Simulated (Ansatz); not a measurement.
Cartesian coordinates in Å:
```
O 0.025 -2.125 0.929
Si 0.447 -0.963 -0.126
O 1.463 0.062 0.640
O 1.060 -1.718 -1.432
O -0.776 0.010 -0.597
Sn -1.139 1.779 0.082
Cl 0.386 3.273 -0.746
Cl -1.190 1.825 2.369
Cl -3.211 2.325 -0.724
H -0.270 -2.961 0.565
H 2.077 -0.293 1.283
H 1.129 -1.214 -2.244
```

Charge 0, multiplicity 1. Sn takes the def2 core potential.

Task: List the B3LYP/def2-TZVPP orbital energies in eV (Ansatz 0.2.0). (An estimate is asked.)

Result: Computed: Occupied: -2762.95, -2762.94, -2762.90, -1800.69, -521.03, -520.98, -520.93, -520.90, -257.67, -257.67, -257.62, -196.72, -196.71, -196.66, -196.55, -196.55, -196.54, -196.54, -196.50, -196.50, -144.96, -140.93, -100.31, -100.30, -100.30, -95.81, -95.81, -95.75, -30.48, -30.19, -30.18, -29.98, -29.97, -28.58, -27.72, -27.59, -26.62, -22.99, -22.39, -22.35, -16.35, -15.00, -14.80, -14.73, -12.58, -11.62, -11.34, -11.05, -10.77, -10.59, -10.36, -10.15, -10.04, -9.57, -9.52, -9.48, -9.35, -9.26, -9.21, -9.15, -9.08. Lowest empty: -2.96, -0.26, 0.34, 0.36, 0.65, 1.04, 1.14, 1.94.

B3LYP here is the variant with VWN-RPA as its local correlation; programs differ in this.
